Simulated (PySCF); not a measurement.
A structure optimised at TPSSh-D3(BJ)/def2-TZVP, used in a PySCF frequency run:

```xyz
6

Mg     0.0000     0.0000    -1.4705
H      0.0000     0.0000    -3.1761
Si     0.0000     0.0000     1.1209
H      1.1868    -0.6852     1.7097
H     -1.1868    -0.6852     1.7097
H      0.0000     1.3704     1.7097
```
Charge 0, spin multiplicity 1.

Question: Write its SMILES, formula and point group.

Answer: [MgH][SiH3], H₄MgSi, C3v

Question: What are its rotational constants (standard atomic weights)?

Answer: 88.984, 4.6112, 4.6112 GHz
